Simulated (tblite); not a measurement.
Species: C₄HF₃O₂.
Cartesian coordinates in Å at the GFN2-xTB level; atoms count from 1:
```
atom  x, y, z in Å
C1     2.9148    0.0638    0.1597
C2     1.7571   -0.0679   -0.1290
C3     0.3962   -0.2556   -0.5306
O4    -0.0015   -0.7395   -1.5375
O5    -0.4407    0.2345    0.4772
C6    -1.7699    0.1577    0.3066
F7    -2.3559    0.6772    1.3788
F8    -2.2044    0.8392   -0.7515
F9    -2.2121   -1.0918    0.1786
H10    3.9251    0.1871    0.4250
```

Computed with GFN2-xTB (tblite): harmonic, unscaled wavenumbers at the GFN2-xTB geometry, gas phase. Errors from tens to a few hundred cm⁻¹ against measured bands are possible. One conformer, not necessarily the lowest.

Harmonic wavenumbers (cm⁻¹): 55.0, 83.3, 103.2, 169.6, 239.4, 341.6, 395.6, 398.6, 491.0, 555.1, 573.7, 634.8, 637.1, 694.4, 739.7, 849.9, 916.5, 1054.7, 1084.9, 1124.2, 1160.2, 1826.3, 2248.9, 3368.4.

A = 3591, B = 1056, C = 949.6 MHz; mass 137.993 u (most abundant isotopes); point group Cs, symmetry number 1.

**Question.** Zero-point energy?

**Answer.** Half the sum of the wavenumbers: 9873 cm⁻¹ = 28.23 kcal/mol.

**Question.** Entropy at 298.15 K, 1 bar (ideal gas, RRHO, classical rotation)?

**Answer.** Translation 40.70, rotation 28.88, vibration 22.85: S = 92.4 cal/(mol K).

**Question.** And Cp and H(298.15 K) − H(0)?

**Answer.** Cp = 31.22 cal/(mol K), of which vibrations give 23.27 (their classical limit is 24 R = 47.7); H(298.15 K) − H(0) = 5.97 kcal/mol without the zero-point energy, 3.60 from vibrations.

**Question.** Blend soft modes into free rotors: weight 1/[1 + (100 cm⁻¹/ν̃)⁴] for the oscillator and the rest for a rotor with moment μB/(μ + B), μ = h/(8π²ν), B = 10⁻⁴⁴ kg m². What vibrational entropy results?

**Answer.** 20.99 cal/(mol K) in place of 22.85, which changes −T·S at 298.15 K by +0.56 kcal/mol.

**Question.** What must be added to the electronic energy to get the Gibbs energy at 298.15 K and 1 bar?

**Answer.** ZPE + [H(298.15 K) − H(0)] − T·S = 28.23 + 5.97 − 27.56 = 6.64 kcal/mol.

**Question.** Which modes carry the vibrational entropy at 298.15 K?

**Answer.** 55.0 cm⁻¹: 4.63; 83.3 cm⁻¹: 3.81; 103.2 cm⁻¹: 3.39; 169.6 cm⁻¹: 2.44; 239.4 cm⁻¹: 1.81; 341.6 cm⁻¹: 1.20 cal/(mol K); the other 18 give 5.57 together.

**Question.** How do the functions run with temperature in this model?

**Answer.** 
| T (K) | S (cal/(mol K)) | Cp (cal/(mol K)) | H − H(0) (kcal/mol) | G − H(0) (kcal/mol) | ln q(vib) |
| --- | --- | --- | --- | --- | --- |
| 50 | 57.9 | 12.3 | 0.48 | -2.41 | 0.39 |
| 100 | 67.7 | 16.3 | 1.20 | -5.57 | 1.36 |
| 373.15 | 99.9 | 35.3 | 8.47 | -28.81 | 6.94 |
| 500 | 111.0 | 40.3 | 13.29 | -42.21 | 9.39 |
| 750 | 128.5 | 46.0 | 24.16 | -72.25 | 13.77 |
| 1000 | 142.2 | 49.0 | 36.07 | -106.16 | 17.57 |

q(vib) and H(0) count from the zero-point level.

Hindered rotation and anharmonicity are outside this model. Other conformers, if any are populated, would add a mixing term that is left out.
